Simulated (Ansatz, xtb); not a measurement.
# Ranking isomers of CH7GeNOSi

4 gas-phase structures of CH7GeNOSi, from a drawn sample of its isomers (lower ones may exist). Each was relaxed with GFN2-xTB; where two conformers were screened, the lower at r2SCAN-D4/def2-SVP is listed:

A. `[NH2][Ge@@H]([SiH3])[CH]=O`, a singlet
B. `[NH2][GeH2][SiH2]C=O`, a singlet
C. `N[Si@@H]([GeH3])C=O`, a singlet
D. `N[SiH2][GeH2][CH]=O`, a singlet

Task: Make a reasoned guess at their ranking by r2SCAN-D4/def2-SVP single-point energy.

Result: Calculated order at r2SCAN-D4/def2-SVP: D (0.0), C (8.5), A (43.8), B (45.4) kJ/mol. Less than 1 kcal/mol parts A and B, so the order within that pair means little.

Energies above the lowest of each column, in kJ/mol; the last columns are at PBE0-D3(BJ)/def2-SVP geometries:

```tsv
structure	GFN2-xTB	HF/STO-3G	r2SCAN-D4/def2-SVP	PBE0-D3(BJ)/def2-SVP	CCSD(T)/def2-SVP + ΔMP2/def2-TZVPP
D	0.0	13.7	0.0	0.0	0.0
C	20.4	0.0	8.5	0.4	0.6
A	40.5	23.4	43.8	45.8	45.0
B	48.5	14.0	45.4	40.1	43.8
```

CCSD(T)/def2-SVP + ΔMP2/def2-TZVPP has C and D within 1 kcal/mol of each other at the bottom, and every level picks one of them. CCSD(T)/def2-SVP + ΔMP2/def2-TZVPP orders those it was run on as D (0.0), C (0.6), B (43.8), A (45.0) kJ/mol. Less than 1 kcal/mol parts D and C; B and A, so the order within those pairs means little. Flexible structures stand in one conformer each, not always the lowest. ΔMP2 is the change of the MP2 energy from the smaller to the larger basis.

Over these structures GFN2-xTB departs from r2SCAN-D4/def2-SVP by 4.6 kJ/mol on average once a common shift is removed. A GFN2-xTB relaxation took about 0.24 s and the r2SCAN-D4/def2-SVP energy about 1.3 s on a shared host (Ansatz 0.2.0, xtb 6.7.1).
